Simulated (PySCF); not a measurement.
C3H4O2Si, SMILES O=C1C=C[SiH2]O1.

The structure is a stationary point at PBE-D3(BJ)/def2-SVP. This is a generated structure with no PubChem entry under its InChIKey; it may be hypothetical.

Computed with PySCF with r2SCAN/def2-TZVP.

Symmetry labels are those of the subgroup Cs that the program uses (full group Cs).

Computed valence orbital energies around the gap with their symmetry:
```json
[
 {"orbital": "HOMO−7", "symmetry": "A'", "energy (eV)": "-11.61"},
 {"orbital": "HOMO−6", "symmetry": "A'", "energy (eV)": "-11.04"},
 {"orbital": "HOMO−5", "symmetry": "A\"", "energy (eV)": "-9.63"},
 {"orbital": "HOMO−4", "symmetry": "A'", "energy (eV)": "-9.12"},
 {"orbital": "HOMO−3", "symmetry": "A'", "energy (eV)": "-8.87"},
 {"orbital": "HOMO−2", "symmetry": "A\"", "energy (eV)": "-8.15"},
 {"orbital": "HOMO−1", "symmetry": "A\"", "energy (eV)": "-7.80"},
 {"orbital": "HOMO", "symmetry": "A'", "energy (eV)": "-6.91"},
 {"orbital": "LUMO", "symmetry": "A\"", "energy (eV)": "-2.89"},
 {"orbital": "LUMO+1", "symmetry": "A'", "energy (eV)": "-0.77"},
 {"orbital": "LUMO+2", "symmetry": "A'", "energy (eV)": "0.50"},
 {"orbital": "LUMO+3", "symmetry": "A\"", "energy (eV)": "0.53"}
]
```
